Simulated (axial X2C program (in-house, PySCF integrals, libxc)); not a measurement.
## SnS: properties at the nuclei

Calculated with an in-house all-electron X2C program for linear molecules (integrals from PySCF): two-component X2C with atomic mean-field Coulomb and Gaunt terms, Gaussian nuclei, basis Sn dyall-cv3z, S dyall-av3z with contracted cores.

R = 2.212 Å (near the PBE0 minimum at charge 0 of the determinant lowest at the starting distance; the state shown can have its own minimum elsewhere).

Input and command:
```json
{"zs": [50, 16], "q": 0, "bas": ["dyall-cv3z", "dyall-av3z"], "r0": 2.24, "levels": ["PBE0", "HF", "B3LYP", "r2SCAN", "PBE50"], "nst": 3}
```
```bash
python soeom.py task.json out
```

Keys: zs atomic numbers; q charge; bas basis sets; r0 starting distance in Å; levels methods; nst determinants followed.

Determinant lowest in the PBE0 search, Ω = 0 (closed shell), highest spinor 76% S p, 18% Sn p, 4% Sn d:

```json
{"level": "PBE0", "qzz Sn (a.u.)": "-6.99", "qzz S (a.u.)": "-0.10", "μ (D)": "-3.44"}
{"level": "HF", "qzz Sn (a.u.)": "-8.56", "qzz S (a.u.)": "0.04", "μ (D)": "-4.18"}
{"level": "B3LYP", "qzz Sn (a.u.)": "-6.74", "qzz S (a.u.)": "-0.17", "μ (D)": "-3.37"}
{"level": "r2SCAN", "qzz Sn (a.u.)": "-6.66", "qzz S (a.u.)": "-0.20", "μ (D)": "-3.21"}
{"level": "PBE50", "qzz Sn (a.u.)": "-7.64", "qzz S (a.u.)": "-0.02", "μ (D)": "-3.74"}
```

qzz is the electric field gradient, eQq0 = 234.96 MHz × Q/barn × qzz; μ is positive if the S end (last atom) is positive. The operators were transformed with the bare-nucleus X2C matrices; with these basis sets, hyperfine constants and field gradients can be off by tens of per cent, and where levels differ in sign neither size nor sign is settled.

Each state is one determinant with collinear spin. The search compared states at one distance, so a state with another bond length can lie lower. Where a field gradient or hyperfine factor spreads by more than a factor of two over the levels, a constant derived from it is not to be relied on.
